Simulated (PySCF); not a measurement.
# Correlation energy of Ne²⁺ (neon, charge +2)

[He] 2s2 2p4, high-spin 3P determinant. Computed with PySCF 2.14 in x2c-QZVPPall (7s4p3d2f1g, 57 functions), with the spin-free X2C one-electron Hamiltonian (Gaussian nucleus). Frozen: 1s2; 6 electrons correlated.

```
  level  correlation energy (mhartree)
   CCSD                        -170.78
    (T)                          -1.77
CCSD(T)                        -172.55
```

Diagnostics: T1 = 0.0027, D1 = 0.0063, largest double amplitude 0.022.

Problem. Is a single reference adequate?

Solution. Yes: T1 lies below 0.03 and no double amplitude reaches 0.07.
